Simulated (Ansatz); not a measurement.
The multiplicity is imposed and other spin states were not computed.

Species: [Hf(F)3(OH)] (charge 0, multiplicity 1).

Task: Give a relaxed geometry from PBE-D3(BJ)/def2-SVP run with Ansatz (a quantum-chemistry and plane-wave program).

Result: Several could match; the one computed here: the end point of this relaxation, one of several conformers.
Cartesian coordinates (Å) in one orientation:
```xyz
6

Hf     0.024     0.074    -0.027
F     -0.995    -1.343    -0.837
F      0.965     1.032    -1.404
F      1.305    -0.694     1.186
O     -1.144     1.265     0.919
H     -1.731     1.863     1.396
```
